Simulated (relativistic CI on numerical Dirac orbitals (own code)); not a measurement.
## Electric-dipole lines of K¹⁰⁺

Method of calculation: Dirac-Coulomb-Breit CI, separate exchange-only KLI orbitals for each configuration, a model potential for QED, unscaled Slater integrals (own radial code, finite nucleus).

Configurations in the expansion (outside the closed core 1s2): 2s2 2p5, 2s 2p6, 2s2 2p4 3s, 2s2 2p4 3p, 2p6 3s, 2p6 3p, 2s2 2p4 3d, 2p6 3d, 2s 2p5 3s, 2s 2p5 3p, 2s 2p5 3d, 2s2 2p4 4s, 2s2 2p4 4p, 2s2 2p4 4d, 2s2 2p4 4f, 2s2 2p3 3s2. Levels of other configurations are missing.

```
λ vac (nm)                    Lower                      Upper   A (s⁻¹)        gf  Branching (%)
    2.6475      2s2 2p5 2P°_3/2 [1]    2s2 2p4 4d 2D_5/2 [173]  8.46e+11  5.34e-01           90.9
    2.6478      2s2 2p5 2P°_3/2 [1]    2s2 2p4 4d 2P_3/2 [172]  1.14e+12  4.81e-01           76.4
    2.6875      2s2 2p5 2P°_3/2 [1]    2s2 2p4 4d 2D_5/2 [150]  1.19e+12  7.71e-01           93.1
    3.1498        2s 2p6 2S_1/2 [3]    2s 2p5 3d 2P°_1/2 [189]  2.01e+12  5.99e-01           88.3
    3.1511        2s 2p6 2S_1/2 [3]    2s 2p5 3d 2P°_3/2 [188]  1.41e+12  8.41e-01           84.2
    3.1771      2s2 2p5 2P°_1/2 [2]     2s2 2p4 3d 2D_3/2 [60]  1.30e+12  7.86e-01           95.5
    3.2174      2s2 2p5 2P°_3/2 [1]     2s2 2p4 3d 2D_5/2 [56]  3.29e+12  3.07e+00           99.8
    3.2191      2s2 2p5 2P°_3/2 [1]     2s2 2p4 3d 2P_3/2 [55]  3.73e+12  2.32e+00           88.6
    3.2335      2s2 2p5 2P°_1/2 [2]     2s2 2p4 3d 2D_3/2 [58]  2.90e+12  1.82e+00           88.6
    3.2341      2s2 2p5 2P°_3/2 [1]     2s2 2p4 3d 2S_1/2 [52]  2.65e+12  8.30e-01           79.4
    3.2346      2s2 2p5 2P°_1/2 [2]     2s2 2p4 3d 2P_1/2 [57]  3.42e+12  1.07e+00           78.0
    3.2846      2s2 2p5 2P°_3/2 [1]     2s2 2p4 3d 2D_5/2 [49]  1.38e+12  1.33e+00           99.6
    3.3400        2s 2p6 2S_1/2 [3]    2s 2p5 3d 2P°_3/2 [122]  2.45e+12  1.64e+00           98.5
    11.238  2s2 2p4 3p 4D°_7/2 [14]    2s2 2p4 4d 4F_9/2 [126]  8.58e+10  1.63e+00           98.7
    13.466   2s2 2p4 3d 2D_5/2 [59]   2s2 2p4 4f 2F°_7/2 [195]  2.49e+11  5.41e+00           95.1
    13.497    2s2 2p4 3s 2D_5/2 [9]     2s 2p5 3s 2P°_3/2 [79]  9.86e+10  1.08e+00           35.7
    13.557   2s2 2p4 3d 4D_7/2 [33]   2s2 2p4 4f 4G°_9/2 [145]  1.06e+11  2.93e+00           45.3
    13.826   2s2 2p4 3d 2G_7/2 [50]   2s2 2p4 4f 2H°_9/2 [180]  2.20e+11  6.32e+00           97.3
    13.829   2s2 2p4 3d 2G_9/2 [51]  2s2 2p4 4f 2H°_11/2 [181]  2.26e+11  7.79e+00          100.0
    13.874   2s2 2p4 3d 4P_5/2 [44]   2s2 2p4 4f 4D°_7/2 [164]  1.42e+11  3.28e+00           59.1
    13.904   2s2 2p4 3d 4F_9/2 [37]  2s2 2p4 4f 4G°_11/2 [144]  2.25e+11  7.83e+00          100.0
    13.941   2s2 2p4 3d 2F_7/2 [43]   2s2 2p4 4f 4G°_9/2 [156]  1.61e+11  4.70e+00           68.9
    14.033   2s2 2p4 3d 4F_7/2 [38]   2s2 2p4 4f 2G°_9/2 [146]  9.29e+10  2.74e+00           40.2
    14.088   2s2 2p4 3d 2F_5/2 [46]   2s2 2p4 4f 2G°_7/2 [160]  1.67e+11  3.97e+00           73.1
    14.142   2s2 2p4 3d 2F_5/2 [53]   2s2 2p4 4f 2G°_7/2 [182]  1.57e+11  3.78e+00           70.4
    14.180   2s2 2p4 3d 2F_7/2 [54]   2s2 2p4 4f 2G°_9/2 [183]  1.84e+11  5.56e+00           82.6
    16.842    2s2 2p4 3s 4P_5/2 [4]     2s 2p5 3s 4P°_5/2 [61]  2.70e+10  6.90e-01           70.6
    49.328  2s2 2p4 3p 4D°_7/2 [14]     2s2 2p4 3d 4F_9/2 [37]  4.98e+09  1.82e+00          100.0
    61.067    2s2 2p4 3s 4P_5/2 [4]    2s2 2p4 3p 4D°_7/2 [14]  2.58e+09  1.15e+00           99.9
    65.070    2s2 2p4 3s 2D_5/2 [9]    2s2 2p4 3p 2F°_7/2 [26]  2.14e+09  1.09e+00           96.3
```

Terms are leading LS components. Brackets give the number of a level in order of energy, since labels repeat. The list gives strong lines, with weight on those to low levels, without lines whose two gauges differ by over a factor of 2.5, among the lowest 200 of 205 levels, so that lines to higher ones, which can be the strongest, are missing. Levels whose partners in the same complex of configurations lie outside the list can be far off, and so can their lines. Rates are taken at the computed energies, electric ones in the length gauge.

At this charge energies of transitions that change n are usually good to better than 1 %, and those within a shell (Δn = 0) to a few per cent.

LS names give the leading component of a level, which can be under half, so a name can repeat, a term be missing and a line seem to break the LS rules.
